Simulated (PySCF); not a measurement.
## Spinor energies of C⁺ (carbon, charge +1)

Start: [He] 2s2 2p1; 2p1/2 filled at m_j = +1/2. Calculated with PySCF 2.14 in x2c-QZVPPall-2c (7s4p3d2f1g, 57 functions): generalised Hartree-Fock with the X2C-1e Hamiltonian and a Gaussian nucleus; one run each with spin-orbit coupling (SO) switched off, then screened by Boettger's factors.

```csv
spinor shell,electrons,"ε, spin-free (eV)","ε, screened SO (eV)",weight of nominal j (screened SO),"rms radius, screened SO (bohr)"
1s1/2,2,-323.86,-323.86,1.000,0.311
2s1/2,2,-31.483,-31.482,0.998,1.61
2p1/2,1,-24.928,-24.934,0.900,1.63
```

| quantity | spin-free | screened SO |
| --- | --- | --- |
| E (hartree) | -37.31300 | -37.31320 |
| M_J | 1/2 | 1/2 |
| ⟨J²⟩ | 1.081 | 1.059 |
| ⟨L²⟩ | 2.024 | 2.024 |
| ⟨S²⟩ | 0.758 | 0.758 |

The determinant has a definite M_J but mixes levels of different J.

Each row is a mean over spinors that exchange with the open shell spreads, by up to 1.116 eV (2s1/2).

Rows whose weight is well below 1 are mixtures of j = l ± 1/2: exchange outweighs spin-orbit coupling there, and the label is only the starting occupation.

Without spin-orbit coupling the j labels of p, d and f shells carry no meaning; the spin-free column gives the mean over the occupied spinors of each nl shell, and its ⟨J²⟩ belongs to a mixture of degenerate components.
